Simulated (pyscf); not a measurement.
**HN=SiH–NH₂, singlet**

Gas-phase minimum from PySCF at ωB97X-D3(BJ)/def2-SVP, one conformer. HN=SiH–NH₂ lies 20.7 kcal/mol over its isomer H₂N–Si:–NH₂ [singlet], and others may lie lower still (electronic energy, ωB97M-D3(BJ)). 

```
Si
N 1 1.5891
H 2 1.0137 1 124.53
N 1 1.6934 2 120.82 3 -179.98
H 4 1.0121 1 123.86 2 -179.98
H 4 1.0139 5 114.07 1 -179.93
H 1 1.4895 2 132.38 3 0.06
```
Charge 0, spin multiplicity 1.

Properties at ωB97X-D3(BJ)/def2-SVP:

```yaml
harmonic_wavenumbers_unscaled: 294, 298, 421, 540, 549, 633, 752, 901, 928, 1218, 1534, 2259, 3638, 3696, 3748 cm⁻¹
zero_point_energy: 30.6 kcal/mol
rotational_symmetry_number: 1
Entropy of this conformer at 298 K and 1 atm, rigid rotor and harmonic oscillator, modes under 100 cm⁻¹ raised to 100: 280.1 J/(mol K)
dipole_moment: 2.98 D
```

Single-point totals, which compare only within one level (frozen core for MP2 and CC):

```csv
level,total energy (hartree)
ωB97X-D3(BJ)/def2-TZVP,-401.52211
PBE/def2-TZVP,-401.18436
r²SCAN/def2-TZVP,-401.37882
B3LYP-D3(BJ)/def2-TZVP,-401.49970
PBE0-D3(BJ)/def2-TZVP,-401.21665
M06-2X/def2-TZVP,-401.39697
ωB97M-D3(BJ)/def2-TZVP,-401.53887
HF/def2-TZVPP,-400.22283
MP2/def2-TZVPP,-400.76606
CCSD/def2-TZVPP,-400.78559
CCSD(T)/def2-TZVPP,-400.80980
```

The CCSD(T) − MP2 part came from Ansatz, without density fitting, on the same reference.
